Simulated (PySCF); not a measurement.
This PySCF input asks for the NMR shieldings of SMILES C(N(CC)BN)=O, C3H9BN2O; the geometry comes from GFN2-xTB.

```python
import basis_set_exchange as bse
import numpy as np
from pyscf import gto, dft
from pyscf.prop import nmr

atoms = """
C    -0.718045    1.967958   -0.160635
C    -0.656528    0.663706   -0.952941
N    -0.128317   -0.422860   -0.144956
B     1.317011   -0.634706   -0.086401
N     1.841275   -1.621321    0.716015
C    -1.015882   -1.139999    0.574304
O    -0.770228   -2.047265    1.338656
H    -1.099690    2.770061   -0.787380
H    -1.369772    1.856557    0.703318
H     0.275186    2.236218    0.190580
H    -1.658573    0.398349   -1.306452
H    -0.009423    0.791823   -1.822332
H     2.001076    0.050010   -0.745658
H     2.818935   -1.834278    0.799561
H     1.231422   -2.201019    1.274659
H    -2.066047   -0.824289    0.398251
"""
names = dict.fromkeys(["C", "N", "B", "O", "H"], "pcSseg-1")
basis = {el: gto.basis.parse(bse.get_basis(n, elements=[el], fmt="nwchem")) for el, n in names.items()}
mol = gto.M(atom=atoms, basis=basis, charge=0, verbose=0)
mf = dft.RKS(mol, xc="PBE0")
mf.grids.level = 2
mf.grids.alignment = dft.numint.BLKSIZE   # the property module wants whole blocks of grid points
mf.conv_tol = 1e-9
mf.kernel()

calc = nmr.RKS(mf)   # GIAO
C = mf.mo_coeff
Co = C[:, mf.mo_occ > 0]
resp = mf.gen_response(singlet=True, hermi=2)
def vind(x):   # induced exchange potential for any number of trial vectors
    d = np.einsum("pi,xij,qj->xpq", C, 2 * x.reshape(-1, C.shape[1], Co.shape[1]), Co, optimize=True)
    return np.einsum("xpq,pi,qj->xij", resp(d - d.transpose(0, 2, 1)), C, Co, optimize=True).ravel()
mo1, _ = nmr.rhf.solve_mo1(calc, with_cphf=vind)
sigma = calc.kernel(mo1)
for i, s in enumerate(sigma):   # ppm
    w = np.linalg.eigvalsh((s + s.T) / 2)
    print("%2d %-2s iso %8.1f  s11 %8.1f  s22 %8.1f  s33 %8.1f" % (i, mol.atom_pure_symbol(i), w.mean(), *w))
```

Problem. Give the expected output.

Solution. 
```
 0 C  iso    164.7  s11    147.6  s22    159.1  s33    187.3
 1 C  iso    138.5  s11    121.3  s22    124.0  s33    170.2
 2 N  iso     97.2  s11    -52.5  s22    147.4  s33    196.6
 3 B  iso     73.8  s11     37.6  s22     79.5  s33    104.2
 4 N  iso    165.6  s11     66.9  s22    204.9  s33    225.1
 5 C  iso     13.0  s11    -75.9  s22     43.7  s33     71.4
 6 O  iso   -118.7  s11   -439.7  s22   -228.0  s33    311.7
 7 H  iso     30.6  s11     26.6  s22     27.4  s33     37.9
 8 H  iso     30.6  s11     27.1  s22     29.1  s33     35.6
 9 H  iso     30.4  s11     26.8  s22     29.4  s33     35.1
10 H  iso     28.4  s11     24.4  s22     27.8  s33     33.1
11 H  iso     28.4  s11     24.0  s22     28.3  s33     33.0
12 H  iso     27.4  s11     24.8  s22     28.0  s33     29.5
13 H  iso     27.9  s11     23.6  s22     24.9  s33     35.3
14 H  iso     24.6  s11     15.2  s22     25.8  s33     32.7
15 H  iso     23.1  s11     19.1  s22     24.7  s33     25.5
```

These numbers come from an equivalent density-fitted implementation of the same equations, which agrees with the script to about 0.01 ppm for H and up to a few tenths of a ppm for heavy atoms, so last digits may differ.

Size and cost of the density-fitted run: 164 basis functions, 46 s wall time on 1 thread of an Arm Neoverse N1, shared host; peak memory 0.84 GiB.
